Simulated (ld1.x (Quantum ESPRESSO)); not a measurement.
What one change does to a pseudopotential (manganese (Mn), TM)

* Element: manganese (Mn)
* Generator: ld1.x (Quantum ESPRESSO) 7.5
* Type: norm-conserving Troullier–Martins (Kleinman–Bylander form)
* Functional: PBE
* Relativity: scalar-relativistic
* Frozen core: [Ar]
* Valence charge: 7
* Reference configuration: 3d5 4s1 4p1
* Partial waves: 4s (bound): rc 2.30 bohr; 4p (bound): rc 3.70 bohr; 3d (bound): rc 1.85 bohr
* Local potential: the d channel
* Core correction: none

Change: core correction a·sin(br)/r model core inside 1.50 bohr.

Cutoffs: the cutoffs (Ry, on a coarse ladder) from which the occupation-weighted sum of valence levels, in a spherical-Bessel basis at the reference potential, stays within 10 and 1 mRy of its value at 400 Ry; they do not see the model core or the augmentation charge, which bear on the density cutoff. Errors are all-electron minus pseudo energies relative to the spin-unpolarised reference configuration.

**Question.** What does the change do?

**Answer.** The potential gets neither clearly harder nor softer (80 Ry and 120 Ry → 80 Ry and 120 Ry); both files keep a bound ghost (p, s); of the 7 tests that both files solve, the error grows in 3 and shrinks in 4 by more than 15 % and 0.3 meV (median size 18.6 → 3.1 meV). A model core, the more so a compact one, raises the density cutoff, which this test does not measure.

| quantity | base | changed |
| --- | --- | --- |
| cutoff, loose | 80 Ry | 80 Ry |
| cutoff, tight | 120 Ry | 120 Ry |
| bound ghosts | s, p | s, p |
| error for 3d5 4s2 4p0, meV [ΔE -3.86 eV] | +8.1 | +1.9 |
| error for 3d5 4s1 4p0, meV [ΔE 4.56 eV] | +1.3 | -3.1 |
| error for 3d5 4s0 4p0, meV [ΔE 20.16 eV] | +81 | -26 |
| error for 3d3 4s0 4p0, meV [ΔE 103.44 eV] | -112 | -944 |
| error for 3d5 4s0 4p2, meV [ΔE 4.07 eV] | +10 | +1.6 |
| error for 3d5 4s0 4p1, meV [ΔE 9.30 eV] | +19 | -1.5 |
| error for 3d5.5 4s1.5 4p0, meV [ΔE -4.34 eV] | -22 | -32 |
| s: phases at 4.00 bohr within 0.05 rad from the reference energy up to (Ry; the scan ends near 5) | 0.8 | 0.8 |
| p: phases at 4.00 bohr within 0.05 rad from the reference energy up to (Ry; the scan ends near 5) | 1.4 | 1.4 |
| d: phases at 4.00 bohr within 0.05 rad from the reference energy up to (Ry; the scan ends near 5) | 0.3 | 0.3 |

Changed file: These tests converged, but a pseudo level misses the all-electron one widely, so the file describes the atom poorly there or has found another state: 3d3 4s0 4p0: empty 4s by 8.9 eV (a node warning on the way). A true bound ghost makes a file unfit for plane-wave use even where its test errors are small: the radial tests pick states by their node count and pass the ghost by.
